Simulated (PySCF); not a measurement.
Ga₂H₄, SMILES [GaH2][GaH2-], charge -1, multiplicity 2.

The structure is a stationary point at TPSSh-D3(BJ)/def2-SVPD.

Calculation: PBE/def2-TZVPD (PySCF).

Gas-phase values at a fixed geometry. A positive occupied level means that this level leaves the electron formally unbound; only the finite basis holds it.

The total energy is -3851.52659 hartree and the point group is D2h. The α spin, highest occupied and lowest empty level is 0.83 and 2.91 eV and the β spin, highest occupied and lowest empty level is -0.97 and 1.65 eV. The dipole moment about the centre of nuclear charge is 0.000 e·Å. The mean static polarisability comes out as 131.2 bohr³ (19.44 Å³). The polarisability, principal values is 102.6, 114.9, 176.1 bohr³. The ⟨S²⟩ comes out as 0.753 (pure state 0.75).
